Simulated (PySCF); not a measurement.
4-pyridine carbaldehyde, C6H5NO.
Bonds: O1–C2 (double), C2–C3, C3–C4 (aromatic), C4–C5 (aromatic), C5–N6 (aromatic), N6–C7 (aromatic), C7–C8 (aromatic), C3–C8 (aromatic). Hydrogens: H9 on C2; H10 on C4; H11 on C5; H12 on C7; H13 on C8.

Computed, not measured: PBE0-D3(BJ)/def2-TZVP geometry optimisation, gas phase in PySCF.

**Question.** Give the optimised bond lengths and angles.

**Answer.** 
```
          bond  length (Å)
         O1=C2       1.202
         C2–C3       1.480
  C3–C4, C3–C8       1.388
  C4–C5, C7–C8       1.386
  C5–N6, N6–C7       1.329
         C2–H9       1.110
C4–H10, C8–H13       1.084
C5–H11, C7–H12       1.086
```

Bonds in one row agree within 0.01 Å and their mean is given. A selection of angles:
```
   angle  degrees
O1–C2–C3    124.3
C2–C3–C4    120.1
C2–C3–C8    121.2
C4–C3–C8    118.7
C3–C4–C5    118.5
C4–C5–N6    123.2
C5–N6–C7    117.8
```

Dihedral angles: O1–C2–C3–C4 178° (antiperiplanar).

The 8 heavy atoms lie in one plane (0.008 Å rms). The C–C distances run from 1.384 Å (C7–C8, aromatic) to 1.480 Å (C2–C3, drawn single), a spread of 0.096 Å. Of the pairs four or more bonds apart, O1···H13 is among the closest relative to their van der Waals radii: 2.62 Å, 96 % of the sum of Bondi's values. The 6-membered ring C3–C4–C5–N6–C7–C8 has internal angles of 117.8° to 123.6° (sum 720°, against 720° for a flat polygon); it is planar, 0.00 Å rms from its mean plane, widest ring torsion 0°.

Not checked by PBE0-D3(BJ)/def2-TZVP frequencies. One conformer, not necessarily the lowest.
